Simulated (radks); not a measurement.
Problem. Species: Eu. Configuration: [Xe] 4f7 6s2 (the NIST ground configuration). Method: Dirac Kohn-Sham, LDA (Slater exchange, VWN5 correlation), spin-unpolarised, spherical densities, finite nucleus; open shells fill j = l - 1/2 first; Fermi nuclear charge, rms radius 5.1115 fm; computed with a radial shooting solver on a logarithmic mesh with Libxc functionals. Some entries of the table are withheld. Estimate them.

orbital,occ.,eigenvalue (hartree),r(max) (bohr),<r^2> (bohr^2)
1s1/2,2,-1773.767,0.01421,0.0006803
2s1/2,2,-291.1702,0.08079,0.01064
2p1/2,2,-276.3708,0.06108,0.007730
2p3/2,4,-252.5850,0.06681,0.008968
3s1/2,2,-64.03954,0.2293,0.07124
3p1/2,2,-57.62723,0.2163,0.06643
3p3/2,4,-52.78103,0.2285,0.07358
3d3/2,4,-41.63274,0.1817,0.05892
3d5/2,6,-40.57711,0.1851,0.06092
4s1/2,2,-12.68668,0.5279,0.3625
4p1/2,2,-10.20982,(1),0.3823
4p3/2,4,-9.13468,(2),0.4222
4d3/2,4,-5.04793,0.5685,0.4889
4d5/2,6,-4.85514,0.5771,0.5049
5s1/2,2,-1.64086,1.232,2.151
5p1/2,2,(3),(4),2.785
5p3/2,4,(5),(6),3.168
6s1/2,2,-0.13812,3.556,20.19
4f5/2,6,(7),0.5896,1.325
4f7/2,1,(8),0.5950,1.409
5d3/2,0,(9),(10),13.21
5d5/2,0,(11),(12),14.36
6p1/2,0,-0.05109,4.695,37.10
6p3/2,0,-0.04345,5.006,41.94
7s1/2,0,-0.00302,10.88,272.4

Solution. 
(1) 4p1/2 r(max) (bohr): 0.5327
(2) 4p3/2 r(max) (bohr): 0.5589
(3) 5p1/2 eigenvalue (hartree): -0.97501
(4) 5p1/2 r(max) (bohr): 1.349
(5) 5p3/2 eigenvalue (hartree): -0.83398
(6) 5p3/2 r(max) (bohr): 1.429
(7) 4f5/2 eigenvalue (hartree): -0.11328
(8) 4f7/2 eigenvalue (hartree): -0.09070
(9) 5d3/2 eigenvalue (hartree): -0.06682
(10) 5d3/2 r(max) (bohr): 2.141
(11) 5d5/2 eigenvalue (hartree): -0.06000
(12) 5d5/2 r(max) (bohr): 2.210
